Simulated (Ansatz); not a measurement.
# Abstraction of H: SbHF2 + C2H7OSi → SbF2 + C2H8OSi

Species: SbHF2 `[F][SbH][F]`, singlet; C2H7OSi `CC[SiH]O`, doublet; SbF2 `[F][Sb][F]`, doublet; C2H8OSi `CC[SiH2]O`, singlet. A radical takes H: the energy is the difference in strength between the Sb–H bond broken and the Si–H bond made.

Shapes, held fixed at every level: PBE0-D4/def2-TZVP. Flexible molecules stand in one conformer, not always the lowest. Programs: Ansatz 0.2.0. The zero-point and thermal change to 298 K, harmonic and unscaled (PBE0-D4/def2-TZVP), is +4.7 kJ/mol.

```json
{"level": "HF/def2-TZVPP", "kind": "Hartree–Fock", "ΔH(298 K) (kJ/mol)": "-121.8", "less CCSD(T)/def2-TZVPP": "-4.4", "CPU time (sum over the molecules)": "–"}
{"level": "SPW92/def2-TZVPP", "kind": "LDA", "ΔH(298 K) (kJ/mol)": "-104.5", "less CCSD(T)/def2-TZVPP": "+12.9", "CPU time (sum over the molecules)": "15 s"}
{"level": "PBE0-D4/def2-TZVPP", "kind": "global hybrid", "ΔH(298 K) (kJ/mol)": "-110.8", "less CCSD(T)/def2-TZVPP": "+6.6", "CPU time (sum over the molecules)": "34 s"}
{"level": "r2SCAN0-D4/def2-TZVPP", "kind": "global hybrid", "ΔH(298 K) (kJ/mol)": "-113.2", "less CCSD(T)/def2-TZVPP": "+4.2", "CPU time (sum over the molecules)": "52 s"}
{"level": "wB97X-V/def2-TZVPP", "kind": "range-separated hybrid", "ΔH(298 K) (kJ/mol)": "-120.9", "less CCSD(T)/def2-TZVPP": "-3.5", "CPU time (sum over the molecules)": "82 s"}
{"level": "B2PLYP/def2-TZVPP", "kind": "double hybrid", "ΔH(298 K) (kJ/mol)": "-120.1", "less CCSD(T)/def2-TZVPP": "-2.7", "CPU time (sum over the molecules)": "57 s"}
{"level": "CCSD(T)/def2-TZVPP", "kind": "coupled cluster or CI", "ΔH(298 K) (kJ/mol)": "-117.4", "less CCSD(T)/def2-TZVPP": "0.0", "CPU time (sum over the molecules)": "31 min"}
```

The highest level, CCSD(T)/def2-TZVPP, gives ΔH(298 K) = -117.4 kJ/mol; the levels span -121.8 to -104.5. The column of differences is taken from that level and isn't an error. No measured value is set beside it here. Open shells run unrestricted. For atoms past krypton def2 sets carry core potentials with scalar relativity. Outer-core shells of Sb are correlated in most correlated rows, in sets that cover them unevenly. Times are processor times on shared x86 and Arm servers, and rough.
